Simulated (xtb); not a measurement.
Harmonic IR lines of one isomer of C$_{3}$H$_{5}$N, unscaled. Computed with GFN2-xTB run with xtb 6.7.1.

wavenumber (cm⁻¹): 307 (vw), 519 (vw), 534 (vw), 812 (m), 909 (w), 922 (w), 1007 (w), 1082 (s), 1210 (m), 1278 (w), 1341 (m), 1407 (w), 1666 (w), 1699 (vs), 3001 (m), 3044 (m), 3097 (w), 3124 (m), 3297 (m)

**Question.** Name which structure gives these lines.
A. `C=C=CN`
B. `[H]/N=C\C=C`
C. `C#CNC`
D. `C#CCN`

**Answer.** B, `[H]/N=C\C=C`
